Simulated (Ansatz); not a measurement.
Frontier orbitals of H₄PSSbSi, SMILES `S[SiH]1[PH][SbH]1`.

Charge 0, multiplicity 1. Correlated methods freeze the filled d shell of Sb. Sb: def2 effective core potential. The structure was optimised at the PBE0-D4/def2-TZVP level. It is one conformer, not always the lowest. Basis def2-TZVPP, Ansatz.

Orbital energies of one run (eV). Highest occupied ones, from the top: -6.23, -7.04, -7.27, -8.07, -8.84, -9.25, -10.04, -11.38, -13.22, -14.44, -17.83, -20.12, -34.70, -34.72. Empty: -1.64, -1.33, -0.37, -0.15, 0.05, 0.42.

(1) Which functional gave them?
A. CAM-B3LYP
B. ωB97M-V
C. r2SCANh
D. PBE

Answers

(1) C. HOMO energies: r2SCANh -6.23, ωB97M-V -8.44, PBE -5.67, CAM-B3LYP -7.68 eV.
